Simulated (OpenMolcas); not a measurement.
Computed levels of 3d6 in ions with 24 electrons, in cm-1 above 5D4.

- Program: OpenMolcas
- Method: MS-CASPT2, IPEA 0.25 Eh, imaginary shift 0.1 Eh
- Basis: ANO-RCC-VTZP
- Scalar Hamiltonian: DKH2, point nucleus
- Spin-orbit coupling: state interaction with AMFI integrals over the reference wave functions, term energies averaged over their components

Active space for each ion: 6 electrons in 5 orbitals (3d); closed shells correlated by CASPT2: 3s 3p.

```
 Level   Co3+   Cu5+
   5D3    657   1148
   5D2   1111   1915
   5D1   1401   2400
   5D0   1543   2640
3P2(1)  22930  29480
   3H6  23970  31080
   3H5  24280  31570
   3H4  24480  31780
3P1(1)  24830  32800
```

Task: Estimate 5D0, 3P2(1), 3H6 for Ni4+ from its neighbours Co3+ and Cu5+.

Result: 5D0 is fine structure, which grows about as the fourth power of a screened charge, so the fourth roots are averaged: ((1543^0.25 + 2640^0.25) / 2)^4 = 2037. The calculation gives 1997, so the estimate is off by +2.0 %; the measured value is 2058 (Corliss and Sugar, J. Phys. Chem. Ref. Data 10, 197 (1981)).
3P2(1) is another term, which grows about linearly with the charge: (22930 + 29480) / 2 = 26205. The calculation gives 26410, so the estimate is off by -0.8 %; the measured value is 26153 (Corliss and Sugar, J. Phys. Chem. Ref. Data 10, 197 (1981)).
3H6 is another term, which grows about linearly with the charge: (23970 + 31080) / 2 = 27525. The calculation gives 27750, so the estimate is off by -0.8 %; the measured value is 27111 (Corliss and Sugar, J. Phys. Chem. Ref. Data 10, 197 (1981)).

Term energies are means over components that CASPT2 splits; among the terms shown or strongly mixed into the levels shown the widest spread is 480 cm-1 (3d6 3H, Co3+). The CASPT2 spread within a term exceeds the gap to the next term for 3d6 3P(1) and 3d6 3H, so the order of their levels is uncertain (holds for Co3+). Computed and measured levels are paired by configuration, term and J; levels that our copy of the source lacks, or whose pairing is in doubt (as where it misses far off the trend of its configuration), stay unpaired and out of the deviations. Only configurations of the active space appear.

A number in round brackets counts repeated terms of one configuration in the order of the reference energies.
